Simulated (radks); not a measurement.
The numbers below are computed, except where a source is named.
Pb24+, configuration [Kr] 4d10 4f12 (the NIST ground configuration). Level of theory: non-relativistic Kohn-Sham, LDA (Slater exchange, Perdew-Wang correlation), spin-unpolarised, spherical densities, point nucleus; relativity is left out, which matters for an element this heavy (a radial shooting solver on a logarithmic mesh with Libxc functionals).

Unscreened Slater integrals over Kohn-Sham orbitals (eV). Empty in this configuration: 5s.

| integral | value |
|---|---|
| F0(4f,4f) | 60.008 |
| F2(4f,4f) | 31.027 |
| F4(4f,4f) | 20.051 |
| F6(4f,4f) | 14.604 |
| F0(4f,4d) | 58.681 |
| F2(4f,4d) | 29.306 |
| F4(4f,4d) | 19.011 |
| G1(4f,4d) | 32.096 |
| G3(4f,4d) | 21.363 |
| G5(4f,4d) | 15.462 |
| F0(4f,4p) | 58.537 |
| F2(4f,4p) | 29.484 |
| G2(4f,4p) | 24.200 |
| G4(4f,4p) | 17.421 |
| F0(4f,4s) | 58.609 |
| G3(4f,4s) | 20.087 |
| F0(4f,5s) | 36.934 |
| G3(4f,5s) | 3.7270 |
| F0(4d,4d) | 58.197 |
| F2(4d,4d) | 29.827 |
| F4(4d,4d) | 20.153 |
| F0(4d,4p) | 58.042 |
| F2(4d,4p) | 29.974 |
| G1(4d,4p) | 37.246 |
| G3(4d,4p) | 23.754 |
| F0(4d,4s) | 58.081 |
| G2(4d,4s) | 28.658 |
| F0(4d,5s) | 36.813 |
| G2(4d,5s) | 3.7161 |
| F0(4p,4p) | 58.017 |
| F2(4p,4p) | 30.505 |
| F0(4p,4s) | 58.058 |
| G1(4p,4s) | 39.490 |
| F0(4p,5s) | 36.796 |
| G1(4p,5s) | 3.4612 |
| F0(4s,4s) | 58.123 |
| F0(4s,5s) | 36.802 |
| G0(4s,5s) | 2.5217 |
| F0(5s,5s) | 30.403 |

Derived for the open shells (J is the average intra-shell exchange parameter used in DFT+U). 4f: F4/F2 = 0.646, F6/F2 = 0.471, J = (286 F2 + 195 F4 + 250 F6)/6435 = 2.554 eV.
